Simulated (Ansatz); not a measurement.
Consider the ligand exchange at a Mg–C bond: `[CH3][Mg][OH]` + `[SiH3]N[SiH3]` → `[OH][Mg][N]([SiH3])[SiH3]` + CH₄.

Gas-phase electronic energies from Ansatz, PBE0-D4/def2-TZVP geometries. CBS: MP2 limit from def2 TZ/QZ plus the TZ coupled-cluster correction, frozen cores. This one scheme is used for every species. Functionals use def2-TZVPP. For Mg outer-core shells are correlated without core-valence functions, which leaves a few kJ/mol of doubt a bond. One conformer a species, not always the lowest.

`[CH3][Mg][OH]`:

Cartesian coordinates in Å:
```
C 0.291 -0.012 1.324
Mg -0.154 0.007 -0.701
O -0.534 0.026 -2.424
H -0.569 -0.330 1.922
H 0.586 0.979 1.680
H 1.114 -0.697 1.548
H -0.733 0.026 -3.349
```

`[SiH3]N[SiH3]`:

Cartesian coordinates in Å:
```
Si 0.958 -0.021 1.232
N -0.460 -0.319 0.295
Si -0.800 0.139 -1.333
H 1.796 0.940 0.475
H 1.748 -1.259 1.483
H 0.607 0.552 2.560
H -1.166 -0.888 0.743
H 0.265 1.079 -1.761
H -2.129 0.802 -1.433
H -0.820 -1.025 -2.263
```

`[OH][Mg][N]([SiH3])[SiH3]`:

```xyz
12

O     3.369   -0.712   -0.214
Mg    1.656   -0.344   -0.128
N    -0.216    0.041    0.026
Si   -0.651    1.646    0.428
Si   -1.307   -1.246   -0.251
H     4.265   -0.841   -0.491
H    -1.474    2.320   -0.618
H    -1.393    1.758    1.716
H     0.621    2.427    0.571
H    -0.489   -2.460   -0.575
H    -2.229   -1.010   -1.399
H    -2.151   -1.579    0.933
```

CH₄:

Z-matrix (Å, degrees):
```
C
H 1 1.090
H 1 1.090 2 109.5
H 1 1.090 2 109.5 3 -120.0
H 1 1.090 2 109.5 3 120.0
```

| level | ΔE (kcal/mol) |
| --- | --- |
| revPBE-D4 | -25.5 |
| r2SCAN0-D4 | -27.2 |
| r2SCANh | -27.0 |
| CCSD(T)/def2-SVP | -29.8 |

Question: What does CCSD(T)/CBS give? (Best estimate.)

Answer: The calculation gave: -27.1 kcal/mol. The listed levels differ from it by 1.6, -0.1, 0.1, -2.7 kcal/mol.

Largest T1 diagnostic among the species: 0.011.

From BLYP to BHLYP (50 % exact exchange), in def2-TZVPP and without D4, ΔE moves by −1.9 kcal/mol. Leaving LDA and LC-ωPBE aside and taking each functional with its dispersion term where it has one, the values, not all of them listed here, spread over 2.7 kcal/mol, from r2SCAN-D4 to PBE-D4. The D4 term adds −1.6 kcal/mol with B3LYP and −0.9 kcal/mol with PBE0; it sums over pairs of atoms, weighted by their polarisabilities, and B3LYP, whose exchange is more repulsive, gets the larger term.

B3LYP here is the variant with VWN-RPA as its local correlation; programs differ in this.
